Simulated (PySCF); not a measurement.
## Multinuclear NMR of C$_{6}$H$_{13}$F$_{3}$Si

Geometry:
```
atom   x (Å)   y (Å)   z (Å)
  C1  -1.195  -0.978  -1.402
  C2  -1.110   0.178  -0.402
  C3  -1.741  -0.260   0.922
  C4  -1.901   1.363  -0.954
 Si5   0.706   0.735  -0.148
  C6   1.726  -0.729   0.543
  C7   3.136  -0.280   0.735
  F8   3.711   0.131  -0.409
  F9   3.241   0.750   1.592
 F10   3.942  -1.244   1.222
 H11  -0.755  -0.699  -2.356
 H12  -2.236  -1.249  -1.576
 H13  -0.678  -1.859  -1.028
 H14  -1.232  -1.130   1.331
 H15  -2.787  -0.524   0.771
 H16  -1.698   0.541   1.656
 H17  -1.488   1.694  -1.903
 H18  -1.873   2.201  -0.262
 H19  -2.942   1.086  -1.113
 H20   0.770   1.825   0.830
 H21   1.299   1.127  -1.430
 H22   1.743  -1.579  -0.136
 H23   1.358  -1.070   1.509
```

[PySCF 2.14.0 with density-fitted response routines: coordinates at the GFN2-xTB level; σ from GIAO-PBE0/pcSseg-1; rapidly exchanging positions averaged; isolated molecule; no relativistic terms; single conformer]

Task: Predict the ¹⁹F NMR data.

Result: 
```
    atoms              environment  σ (ppm)  δ (ppm)
F8/F9/F10  fluorine of a CF3 group    242.2    -57.9
```

Shieldings were converted by a linear fit to measured shifts: ¹⁹F (scatter 6.0 ppm rms, 7.0 ppm with the 5 outliers that the fit left out vs CFCl3, solution or neat liquid, with a term for F on sp3 carbon). A few per cent of atoms miss by over 2 rms, more outside the fitted compound classes.

On a 300 MHz spectrometer ¹⁹F resonates near 282.3 MHz, so 1 ppm is 282.3 Hz.

Task: Where does ²⁹Si resonate?

Result: 
```tsv
atoms	environment	σ (ppm)	δ (ppm)
Si5	silicon bonded to 2 C, 2 H	372.8	-26.4
```

Shieldings were converted by a linear fit to measured shifts: ²⁹Si: δ = 279.94 − 0.822σ (rms 8.9 ppm, 72 shifts, 25.8 ppm with the 6 outliers that the fit left out vs TMS, solution or neat liquid). Occasional misses reach two or three times the rms, and more in compound classes unlike the fitted ones.

On a 600 MHz spectrometer ²⁹Si resonates near 119.2 MHz, so 1 ppm is 119.2 Hz.
